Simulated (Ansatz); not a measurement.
Coupled-cluster diagnostics for nido-B6H10 (SH for H, site b on B) (B₆H₁₀S), Ansatz.

Geometry of the singlet (PBE0-D4/def2-SVP):

```xyz
17

B    -1.3599    1.0172    0.4613
B    -1.2952   -0.6075   -0.1452
B     1.3239    0.3115    0.4540
B     0.4396   -1.1133   -0.2227
B    -0.0338    0.5143   -0.6538
B     0.1638    1.5530    0.8074
S     1.1445   -2.4274   -1.3011
H    -2.3745    1.6112    0.2162
H    -2.1502   -1.2110   -0.7285
H     2.5112    0.4236    0.3357
H     1.1758   -1.6592   -2.4097
H     0.0898    0.8975   -1.7850
H     0.6144    2.6624    0.8945
H    -1.6581   -0.1425    1.0654
H    -0.5726   -1.5870    0.4892
H     1.1519   -0.9764    0.8886
H     0.8295    0.7338    1.6337
```

Correlated methods freeze 11 core orbitals. Another isomer (singlet) lies 0.22 eV lower at PBE0-D4/def2-TZVP; other spin states weren't run for this one.

**Question.** Estimate the CCSD(T) correlation energy, the shares of MP2 and (T), T1 and the reference's ⟨S²⟩ for: charge 0, singlet, own geometry in def2-SVP; and the rough time on 4 threads of Arm Neoverse V1 on a shared host.

**Answer.** 
```tsv
state	basis	correlation (eV)	MP2 share (%)	(T) share (%)	T1	⟨S²⟩ (pure)	wall time
charge 0, singlet, own geometry	def2-SVP	-23.344	87.6	4.0	0.011	0.00 (0.00)	31 s
```
Customary marks for T1 are 0.02 (closed shells), 0.045 (open shells) and about 0.05 (3d metals). T1 stays under 0.02 throughout.
